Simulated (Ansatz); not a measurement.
Relaxation of InGaN2 with UKS PBE-D4/def2-SVP.

```sh
$ ansatz run in.yaml --threads 2 --pin off --events-out ev --progress --plain --max-ram 4352MiB
```

```yaml
crystal:
  periodic: [false, false, false]
  atoms:
    - {symbol: Ga, position_ang: [-0.000983, 2.162090, -0.153095]}
    - {symbol: In, position_ang: [0.001039, -2.294604, 0.162481]}
    - {symbol: N, position_ang: [-0.597996, 0.054900, -0.161239]}
    - {symbol: N, position_ang: [0.597949, 0.077614, 0.151853]}
basis:
  gaussian: {orbitals: def2-SVP}
magnetization: {spin_polarized: true, initial_magnetization: 4}
hamiltonian: {xc: pbe, dispersion: d4}
scf: {omitted_lower_state_checks: [starts]}
output: {orbitals: {seedname: orbitals}}
relax: {f_tol: 0.02, max_steps: 100}
```

Hardware: 2 threads of Intel Xeon Platinum 8488C on a shared host. Wall time 89 s.

Positions (Å) and forces (eV/Å) at steps 1, 2, 3, 4, 5, 6, 7, 8, 9, 10, 11, 12, 13, 14, 15, 16, 17, 18, 19, 20, 21, 22, 23, 24, 25, 26, 27, 28, 29, 30, 31, 32, 33, 34, 37, 39, 40, 41, 42, 43, 45, 46, 49, 52, 54, 55, 56, 57 of 57:

```xyz
4
step=1 energy=-60506.6484 eV
Ga   -0.001    2.162   -0.153   -0.225   -0.830   -0.001
In    0.001   -2.295    0.162   -0.356   -0.487   -0.059
N    -0.598    0.055   -0.161   -2.081    0.305   -0.569
N     0.598    0.078    0.152    2.662    1.012    0.629
4
step=2 energy=-60506.8716 eV
Ga   -0.080    2.144   -0.173   -0.151   -0.836    0.019
In   -0.094   -2.349    0.141   -0.283    0.033   -0.077
N    -0.524    0.046   -0.141   -0.380    0.141   -0.110
N     0.697    0.159    0.172    0.813    0.663    0.167
4
step=3 energy=-60507.0813 eV
Ga   -0.197    2.014   -0.194   -0.266    0.160   -0.081
In   -0.240   -2.326    0.101   -0.173    0.064   -0.050
N    -0.399    0.021   -0.106    0.267   -0.127    0.079
N     0.835    0.291    0.199    0.172   -0.098    0.052
4
step=4 energy=-60507.1671 eV
Ga   -0.357    1.982   -0.234    0.024   -0.420    0.036
In   -0.412   -2.345    0.057   -0.091    0.108   -0.032
N    -0.224   -0.037   -0.056    1.600    0.679    0.373
N     0.994    0.400    0.233   -1.532   -0.367   -0.377
4
step=5 energy=-60507.2499 eV
Ga   -0.485    1.901   -0.262    0.178   -0.353    0.072
In   -0.569   -2.344    0.016   -0.006    0.179   -0.014
N    -0.042   -0.068   -0.006    1.474    0.744    0.335
N     1.097    0.510    0.252   -1.645   -0.570   -0.393
4
step=6 energy=-60507.3093 eV
Ga   -0.572    1.817   -0.279    0.251   -0.220    0.082
In   -0.689   -2.325   -0.017    0.082    0.276    0.002
N     0.115   -0.097    0.037    0.815    0.367    0.189
N     1.146    0.605    0.259   -1.147   -0.423   -0.272
4
step=7 energy=-60507.3546 eV
Ga   -0.606    1.742   -0.283    0.151    0.016    0.039
In   -0.749   -2.273   -0.036    0.060    0.191    0.002
N     0.212   -0.133    0.065    0.102   -0.315    0.049
N     1.143    0.664    0.254   -0.314    0.108   -0.090
4
step=8 energy=-60507.4088 eV
Ga   -0.649    1.647   -0.287    0.179   -0.101    0.054
In   -0.823   -2.178   -0.063   -0.072   -0.015   -0.018
N     0.351   -0.222    0.108    0.547    0.482    0.110
N     1.122    0.753    0.242   -0.655   -0.365   -0.146
4
step=9 energy=-60507.4036 eV rejected
Ga   -0.692    1.545   -0.291    0.124   -0.235    0.049
In   -0.921   -2.101   -0.094   -0.017    0.137   -0.014
N     0.523   -0.300    0.159    1.033    2.113    0.123
N     1.090    0.856    0.226   -1.140   -2.015   -0.158
4
step=10 energy=-60507.4374 eV
Ga   -0.651    1.572   -0.282   -0.378    0.221   -0.115
In   -0.865   -2.114   -0.078   -0.177   -0.113   -0.039
N     0.437   -0.254    0.133    0.229   -0.227    0.076
N     1.079    0.797    0.228    0.327    0.118    0.078
4
step=11 energy=-60507.4724 eV
Ga   -0.687    1.519   -0.288   -0.283    0.043   -0.077
In   -0.910   -2.062   -0.094   -0.154   -0.039   -0.038
N     0.528   -0.285    0.159    0.257    0.067    0.063
N     1.069    0.828    0.223    0.180   -0.071    0.053
4
step=12 energy=-60507.5084 eV
Ga   -0.750    1.420   -0.298    0.114   -0.312    0.052
In   -0.981   -1.970   -0.119   -0.057    0.100   -0.022
N     0.667   -0.318    0.198    0.228    1.022   -0.012
N     1.064    0.868    0.219   -0.284   -0.810   -0.018
4
step=13 energy=-60507.5667 eV
Ga   -0.805    1.234   -0.299    0.237   -0.439    0.093
In   -1.050   -1.817   -0.148   -0.091    0.157   -0.034
N     0.783   -0.325    0.228    0.331    1.990   -0.053
N     1.072    0.908    0.218   -0.477   -1.707   -0.005
4
step=14 energy=-60507.6708 eV
Ga   -0.835    1.036   -0.293    0.019    0.106   -0.006
In   -1.107   -1.674   -0.172   -0.031    0.019   -0.004
N     0.850   -0.296    0.242    0.540    1.382    0.038
N     1.091    0.933    0.223   -0.527   -1.507   -0.027
4
step=15 energy=-60507.7063 eV
Ga   -0.843    1.013   -0.307   -0.137    0.241   -0.142
In   -1.108   -1.630   -0.160   -0.120   -0.204    0.080
N     0.896   -0.303    0.221    0.362    0.844   -0.118
N     1.055    0.920    0.246   -0.106   -0.881    0.180
4
step=16 energy=-60507.7915 eV
Ga   -0.846    1.004   -0.384   -0.079   -0.015   -0.157
In   -1.143   -1.598   -0.086   -0.131   -0.211    0.051
N     1.019   -0.305    0.068   -0.226    2.414    0.456
N     0.970    0.899    0.402    0.436   -2.188   -0.349
4
step=17 energy=-60507.8480 eV
Ga   -0.841    0.984   -0.374   -0.316    0.160   -0.232
In   -1.159   -1.609   -0.098   -0.169   -0.194    0.081
N     1.000   -0.276    0.083    0.232    0.515   -0.031
N     1.000    0.900    0.389    0.253   -0.481    0.182
4
step=18 energy=-60507.8348 eV rejected
Ga   -0.839    0.975   -0.471   -0.074   -0.028    0.087
In   -1.175   -1.592   -0.012   -0.254   -0.271   -0.177
N     1.051   -0.202   -0.084   -0.080    0.597    0.629
N     0.962    0.819    0.568    0.408   -0.298   -0.540
4
step=19 energy=-60507.9079 eV
Ga   -0.847    0.955   -0.410   -0.237    0.006   -0.093
In   -1.225   -1.632   -0.078   -0.177   -0.057   -0.002
N     1.052   -0.216    0.025    0.291   -0.236   -0.117
N     1.021    0.893    0.463    0.123    0.287    0.212
4
step=20 energy=-60507.9520 eV
Ga   -0.869    0.910   -0.427   -0.049   -0.131   -0.015
In   -1.313   -1.648   -0.079   -0.133    0.002   -0.024
N     1.136   -0.171    0.005    0.020    0.791    0.308
N     1.046    0.909    0.501    0.162   -0.661   -0.269
4
step=21 energy=-60508.0490 eV
Ga   -0.897    0.833   -0.451   -0.229   -0.252   -0.063
In   -1.446   -1.675   -0.083   -0.197    0.056   -0.056
N     1.248   -0.080   -0.025    0.022    0.991    0.510
N     1.095    0.921    0.559    0.404   -0.796   -0.391
4
step=22 energy=-60508.1829 eV
Ga   -0.938    0.743   -0.495   -0.343   -0.270   -0.042
In   -1.604   -1.703   -0.076   -0.159    0.121   -0.079
N     1.392    0.040   -0.078   -0.304    2.121    1.744
N     1.150    0.920    0.649    0.807   -1.971   -1.623
4
step=23 energy=-60508.3987 eV
Ga   -1.017    0.632   -0.516   -0.551   -0.076   -0.142
In   -1.781   -1.734   -0.102   -0.091    0.021   -0.032
N     1.547    0.151   -0.075   -0.290    1.835    1.830
N     1.251    0.951    0.693    0.932   -1.781   -1.656
4
step=24 energy=-60508.5980 eV
Ga   -1.158    0.531   -0.539   -0.304    0.248   -0.159
In   -1.951   -1.770   -0.145   -0.126   -0.276    0.039
N     1.712    0.239   -0.026    0.738   -1.137   -1.050
N     1.396    0.999    0.711   -0.308    1.165    1.170
4
step=25 energy=-60508.6848 eV
Ga   -1.246    0.490   -0.582   -0.202    0.087   -0.077
In   -2.071   -1.809   -0.142   -0.047   -0.098    0.016
N     1.869    0.330   -0.033    0.311   -0.198   -0.202
N     1.449    0.989    0.758   -0.062    0.209    0.263
4
step=26 energy=-60508.7330 eV
Ga   -1.347    0.471   -0.594   -0.122   -0.004   -0.015
In   -2.162   -1.844   -0.155   -0.004    0.006   -0.002
N     2.032    0.379    0.002    0.123    0.020    0.047
N     1.477    0.994    0.747    0.004   -0.022   -0.030
4
step=27 energy=-60508.7618 eV
Ga   -1.507    0.464   -0.596   -0.009    0.054   -0.003
In   -2.225   -1.880   -0.183   -0.018   -0.047    0.009
N     2.205    0.392    0.079   -0.148    0.207    0.213
N     1.527    1.023    0.700    0.175   -0.214   -0.219
4
step=28 energy=-60508.7582 eV rejected
Ga   -1.538    0.492   -0.590   -0.011   -0.006    0.010
In   -2.204   -1.873   -0.173   -0.002    0.011   -0.002
N     2.277    0.423    0.126    1.634   -1.040   -0.986
N     1.465    0.959    0.637   -1.621    1.036    0.979
4
step=29 energy=-60508.7686 eV
Ga   -1.522    0.476   -0.591   -0.012    0.002    0.010
In   -2.224   -1.880   -0.180   -0.002    0.006   -0.001
N     2.251    0.409    0.101    0.001    0.053    0.058
N     1.494    0.995    0.669    0.014   -0.060   -0.067
4
step=30 energy=-60508.7755 eV
Ga   -1.556    0.501   -0.588   -0.014   -0.074    0.025
In   -2.207   -1.878   -0.172    0.016    0.078   -0.014
N     2.311    0.429    0.140    0.022    0.015    0.018
N     1.452    0.949    0.620   -0.024   -0.019   -0.029
4
step=31 energy=-60508.7758 eV
Ga   -1.541    0.496   -0.577   -0.009   -0.050    0.018
In   -2.218   -1.875   -0.173    0.010    0.053   -0.010
N     2.325    0.448    0.152    0.652   -0.332   -0.303
N     1.434    0.932    0.598   -0.653    0.329    0.295
4
step=32 energy=-60508.7759 eV
Ga   -1.540    0.494   -0.578   -0.009   -0.049    0.018
In   -2.218   -1.876   -0.170    0.010    0.052   -0.010
N     2.325    0.449    0.151    0.656   -0.334   -0.304
N     1.433    0.933    0.597   -0.656    0.331    0.296
4
step=33 energy=-60508.7760 eV
Ga   -1.535    0.491   -0.577   -0.009   -0.045    0.017
In   -2.222   -1.876   -0.168    0.009    0.048   -0.009
N     2.326    0.452    0.151    0.674   -0.341   -0.311
N     1.431    0.933    0.594   -0.675    0.338    0.302
4
step=34 energy=-60508.7760 eV
Ga   -1.534    0.489   -0.577   -0.009   -0.044    0.017
In   -2.222   -1.876   -0.165    0.009    0.047   -0.009
N     2.325    0.453    0.150    0.677   -0.342   -0.311
N     1.430    0.934    0.592   -0.678    0.339    0.303
4
step=37 energy=-60508.6845 eV rejected
Ga   -1.418    0.410   -0.562    0.052   -0.018    0.001
In   -2.281   -1.877   -0.043    0.006    0.015   -0.002
N     2.401    0.603    0.195   -4.471    1.025    0.822
N     1.298    0.864    0.411    4.413   -1.022   -0.821
4
step=39 energy=-60508.7824 eV
Ga   -1.403    0.431   -0.549    0.003   -0.003   -0.001
In   -2.264   -1.869   -0.106    0.000    0.004    0.001
N     2.331    0.528    0.159   -0.257    0.104    0.084
N     1.336    0.909    0.496    0.254   -0.105   -0.084
4
step=40 energy=-60508.7817 eV rejected
Ga   -1.405    0.450   -0.545    0.010   -0.002    0.004
In   -2.275   -1.854   -0.151   -0.003    0.001   -0.001
N     2.339    0.543    0.149   -0.546    0.177    0.218
N     1.341    0.860    0.546    0.540   -0.176   -0.222
4
step=41 energy=-60508.7828 eV
Ga   -1.376    0.419   -0.557    0.005   -0.003    0.000
In   -2.273   -1.862   -0.091   -0.001    0.003    0.000
N     2.328    0.558    0.143   -0.292    0.098    0.102
N     1.321    0.884    0.504    0.289   -0.098   -0.103
4
step=42 energy=-60508.7832 eV
Ga   -1.373    0.437   -0.544    0.014    0.021   -0.001
In   -2.286   -1.847   -0.142   -0.013   -0.023    0.003
N     2.330    0.567    0.139   -0.159    0.047    0.067
N     1.328    0.843    0.547    0.158   -0.046   -0.070
4
step=43 energy=-60508.7835 eV
Ga   -1.360    0.421   -0.551    0.006    0.003    0.001
In   -2.295   -1.850   -0.117   -0.005   -0.004    0.000
N     2.333    0.585    0.136   -0.053    0.015    0.019
N     1.322    0.844    0.532    0.052   -0.013   -0.020
4
step=45 energy=-60508.7838 eV
Ga   -1.310    0.383   -0.550   -0.005   -0.018    0.004
In   -2.336   -1.849   -0.098    0.008    0.019   -0.003
N     2.333    0.631    0.121   -0.053    0.012    0.019
N     1.313    0.835    0.527    0.050   -0.012   -0.019
4
step=46 energy=-60508.7838 eV
Ga   -1.280    0.367   -0.550   -0.001   -0.013    0.005
In   -2.354   -1.841   -0.093    0.005    0.013   -0.003
N     2.329    0.661    0.111   -0.210    0.031    0.085
N     1.304    0.813    0.532    0.205   -0.032   -0.087
4
step=49 energy=-60508.7844 eV
Ga   -1.206    0.344   -0.534    0.000   -0.002    0.000
In   -2.363   -1.823   -0.080    0.002    0.004    0.000
N     2.301    0.689    0.099    0.023    0.001   -0.009
N     1.267    0.790    0.515   -0.025   -0.002    0.008
4
step=52 energy=-60508.7847 eV rejected
Ga   -1.082    0.313   -0.512   -0.013   -0.012    0.000
In   -2.363   -1.788   -0.055    0.004    0.011   -0.001
N     2.249    0.740    0.084   -0.111    0.006    0.047
N     1.197    0.736    0.482    0.119   -0.005   -0.046
4
step=54 energy=-60508.7849 eV rejected
Ga   -1.121    0.319   -0.528    0.009   -0.001    0.007
In   -2.372   -1.794   -0.058   -0.006   -0.003   -0.002
N     2.269    0.751    0.089   -0.179   -0.005    0.073
N     1.224    0.724    0.497    0.176    0.008   -0.077
4
step=55 energy=-60508.7851 eV
Ga   -1.118    0.319   -0.522    0.000   -0.004    0.002
In   -2.369   -1.797   -0.060   -0.001    0.003   -0.001
N     2.267    0.739    0.089   -0.014    0.003    0.007
N     1.221    0.739    0.493    0.015   -0.002   -0.008
4
step=56 energy=-60508.7851 eV
Ga   -1.110    0.302   -0.523    0.007   -0.003    0.004
In   -2.393   -1.793   -0.059   -0.001    0.002   -0.001
N     2.275    0.771    0.089   -0.168   -0.007    0.062
N     1.228    0.721    0.493    0.162    0.008   -0.065
4
step=57 energy=-60508.7853 eV
Ga   -1.097    0.298   -0.519    0.001    0.000    0.001
In   -2.395   -1.789   -0.059   -0.002   -0.001    0.000
N     2.269    0.775    0.087   -0.007    0.001    0.004
N     1.224    0.716    0.491    0.008    0.000   -0.004
```

In the def2 sets In takes a core potential; there is no spin–orbit coupling. At PBE-D4/def2-SVP a triplet of charge 0 lies 2.81 eV below the quintet, each at its own geometry. The structure comes from a short search, and lower isomers may exist.
